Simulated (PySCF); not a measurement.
Trend along group 13: MSe molecules

PBE0 with triple-zeta basis sets in PySCF, for the lowest determinant that a PBE0 search found; no spin–orbit coupling. De refers to high-spin ground-configuration atoms. A positive dipole means M(−)Se(+).

```tsv
M	basis	state (unpaired electrons)	Re (Å)	ωe (cm⁻¹)	De (eV)	μ (D)
B	def2-TZVPP	doublet (σ ↑)	1.741	994	5.11	-0.52
Al	def2-TZVPP	doublet (σ ↑)	2.161	481	3.80	-3.56
Ga	x2c-TZVPPall	doublet (σ ↑)	2.192	324	3.33	-3.01
Tl	def2-TZVPP	doublet (π ↑)	2.710	174	2.88	-3.67
```

Problem. By what factor does the well depth vary along the series?

Solution. At PBE0 it runs from 2.88 eV (TlSe) to 5.11 eV (BSe), a factor of 1.77.

The rows differ in basis set, which adds steps of its own.

The state changes along the series, so neighbouring rows are not always alike in their bonding.

Spin–orbit coupling is left out, which matters for elements this heavy, above all for dissociation energies. States were picked by a PBE0 search and need not be the measured ground states.
